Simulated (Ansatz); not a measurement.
Compare A (`CC(N)O[SiH3]`) with its isomer B (`C[SiH2]C(N)O`).

Gas-phase electronic energies from Ansatz, PBE0-D4/def2-TZVP geometries. CCSD(T)/CBS adds triple-zeta CCSD(T) − MP2 to the extrapolated MP2 energy (def2 sets, frozen cores). DFT in def2-TZVPP. Each species was taken in one conformer, which may not be the lowest.

A:

```xyz
14

C     1.445    0.143    0.615
C    -0.056    0.327    0.613
N    -0.582    0.156    1.924
O    -0.655   -0.598   -0.309
Si   -0.797   -0.339   -1.923
H     1.693   -0.870    0.944
H     1.912    0.858    1.293
H     1.857    0.283   -0.386
H    -0.310    1.344    0.284
H    -0.362   -0.769    2.275
H    -1.589    0.257    1.924
H    -1.353    1.021   -2.181
H    -1.714   -1.379   -2.445
H     0.511   -0.435   -2.630
```

B:

Z-matrix (Å, degrees):
```
C
Si 1 1.866
H 1 1.092 2 109.7
H 1 1.093 2 110.9 3 119.4
H 1 1.092 2 111.3 3 -120.3
C 2 1.905 1 113.3 3 -57.0
H 2 1.493 1 111.0 3 -177.5
H 2 1.492 1 111.2 3 62.6
O 6 1.415 2 106.4 1 48.9
N 6 1.449 2 114.4 1 170.3
H 6 1.101 2 109.9 1 -70.4
H 9 0.965 6 106.1 2 163.6
H 10 1.010 6 112.2 2 87.9
H 10 1.013 6 112.6 2 -35.3
```

Which is lower in electronic energy at CCSD(T)/CBS, and by how much? (An estimate is asked.)

Computed: A, by 87.8 kJ/mol.

Give E(B) − E(A) in kJ/mol with PBE0-D4, PBE-D4, CCSD(T)/def2-SVP, HF/def2-TZVPP, ωB97M-V, r2SCAN-D4, BLYP-D4. (Best estimate.)

The calculation gave: PBE0-D4 77.7, PBE-D4 71.1, CCSD(T)/def2-SVP 98.8, HF/def2-TZVPP 111.2, ωB97M-V 84.4, r2SCAN-D4 84.6, BLYP-D4 82.6. None reverses the order clearly.

Does the order hold for the free energy at 298.15 K (harmonic terms from PBE0-D4)? (An estimate is asked.)

The calculation gave: Yes: G(B) − G(A) = +87.7 kJ/mol, for one conformer each. Modes under 60 cm⁻¹, often nearly free rotors, make the harmonic entropy too high.

Largest T1 diagnostic: 0.011.

Leaving LDA and LC-ωPBE aside and taking each functional with its dispersion term where it has one, the values, not all of them listed here, spread over 25.4 kJ/mol, from PBE-D4 to BHLYP-D4. LDA lies +5.0 kJ/mol from PBE without D4. From BLYP to BHLYP (50 % exact exchange), in def2-TZVPP and without D4, E(B) − E(A) moves by +15.2 kJ/mol.
